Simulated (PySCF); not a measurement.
Bond length, frequency and bond energy of TlAs by level of theory

State: ³Σ⁻ (triplet), unpaired electrons π ↑↑. Set-up: PySCF, scalar-relativistic core potentials, basis sets Tl cc-pVDZ-PP with ECP60, As cc-pVDZ-PP with ECP10. De refers to Tl + As in their high-spin ground configurations, without counterpoise correction. The functionals are run spin-unrestricted. A positive dipole means Tl(−)As(+).

| Level | Re (Å) | ωe (cm⁻¹) | De (eV) | μ (D) | CPU s a point (SCF and correlation, without the integrals) |
| --- | --- | --- | --- | --- | --- |
| UHF | 2.868 | 146 | 0.53 | -3.24 | 0.11 |
| UHF-MP2 | 2.827 | 159 | 1.18 | n/a | 0.21 |
| UHF-SCS-MP2 | 2.847 | 156 | 1.14 | n/a | n/a |
| UHF-CCSD | 2.855 | 150 | 1.15 | n/a | n/a |
| UHF-CCSD(T) | 2.858 | 150 | 1.22 | n/a | 6.8 |
| PBE | 2.855 | 151 | 1.85 | -2.40 | 0.61 |
| r²SCAN | 2.828 | 155 | 1.73 | -2.63 | 0.85 |
| r²SCANh | 2.820 | 157 | 1.69 | -2.68 | 0.92 |
| PBE0 | 2.825 | 156 | 1.70 | -2.66 | 0.98 |
| M06-2X | 2.854 | 153 | 1.61 | -3.21 | 1 |
| B2PLYP | 2.843 | 154 | 1.56 | -2.85 | 0.63 |

The bond length runs from 2.820 Å (r²SCANh) to 2.868 Å (UHF). De spans 0.53 eV (UHF, mean field) to 1.85 eV (PBE, GGA). Correlation at CCSD(T) changes the Hartree–Fock bond energy by +0.69 eV; the triples alone change it by +0.07 eV.

Correlated steps freeze 8 core orbitals. Correlated levels converge slowly with the basis: in double zeta they bind strong bonds too weakly, by up to about 1 eV, and carry superposition errors of some tenths. Spin–orbit coupling is left out, which matters for elements this heavy, above all for dissociation energies. B2PLYP dipoles, levels and charges come from its SCF part alone. The state is the lowest determinant that a PBE0 search found; another state may lie lower at other levels.

The whole job (state search and all levels along the bond) took about 2.7 min on 1 thread of Arm Neoverse V1 (shared host), peak memory 0.52 GiB.
